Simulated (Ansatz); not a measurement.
Consider the hydrogenolysis of a C–B bond: `B/C(N)=[CH]/[SnH3]` + H₂ → `N/C=[CH]/[SnH3]` + BH₃.

Program: Ansatz. Geometries: PBE0-D4/def2-TZVP. ΔE: electronic, gas phase. CCSD(T)/CBS adds triple-zeta CCSD(T) − MP2 to the extrapolated MP2 energy (def2 sets, frozen cores). This one scheme is used for every species. Double bonds are as drawn, so ΔE can hold a change between cis and trans. def2 core potentials past Kr. For Sn outer-core shells are correlated without core-valence functions, which leaves a few kJ/mol of doubt a bond. One conformer a species, not always the lowest.

`B/C(N)=[CH]/[SnH3]`:

Z-matrix (Å, degrees):
```
Sn
C 1 2.120
H 1 1.715 2 109.3
H 1 1.706 2 109.9 3 -119.9
H 1 1.708 2 111.6 3 119.1
C 2 1.358 1 126.4 3 -22.4
H 2 1.083 1 117.3 3 157.0
N 6 1.378 2 124.3 1 -5.1
B 6 1.544 2 116.9 1 172.9
H 8 1.005 6 116.5 2 160.2
H 8 1.008 6 118.7 2 17.3
H 9 1.193 6 119.5 2 11.6
H 9 1.200 6 120.6 2 -166.8
```

H₂:

```xyz
2

H    -0.267    0.069    0.251
H     0.267   -0.069   -0.251
```

`N/C=[CH]/[SnH3]`:

Z-matrix (Å, degrees):
```
Sn
C 1 2.100
H 1 1.712 2 111.9
H 1 1.712 2 111.5 3 -120.3
H 1 1.711 2 107.5 3 119.9
C 2 1.339 1 121.6 3 -117.8
H 2 1.088 1 119.5 3 61.1
N 6 1.374 2 126.7 1 175.8
H 6 1.089 2 120.5 1 -0.9
H 8 1.007 6 116.9 2 16.1
H 8 1.005 6 117.1 2 156.7
```

BH₃:

Z-matrix (Å, degrees):
```
B
H 1 1.193
H 1 1.193 2 120.0
H 1 1.193 2 120.0 3 180.0
```

| species | HF/def2-TZVPP energy (Eh) |
| --- | --- |
| `B/C(N)=[CH]/[SnH3]` | -372.87102 |
| H₂ | -1.13290 |
| `N/C=[CH]/[SnH3]` | -347.61468 |
| BH₃ | -26.40065 |

(1) Work out ΔE.

Largest T1 diagnostic among the species: 0.014.

## Answers

(1) ΔE = (-347.61468) + (-26.40065) − (-372.87102) − (-1.13290) = -0.01141 Eh = -30.0 kJ/mol. CCSD(T)/CBS gives +11.2 kJ/mol.

The D4 term adds +10.7 kJ/mol with B3LYP and +5.8 kJ/mol with PBE0; it sums over pairs of atoms, weighted by their polarisabilities, and B3LYP, whose exchange is more repulsive, gets the larger term. From PBE to PBE0 (25 % exact exchange), in def2-TZVPP and without D4, ΔE moves by −9.6 kJ/mol. In def2-TZVPP, CCSD(T) changes the Hartree–Fock value by +38.0 kJ/mol (the triples alone add +8.3 kJ/mol) and MP2 by +42.3 kJ/mol.

B3LYP here is the variant with VWN-RPA as its local correlation; programs differ in this.
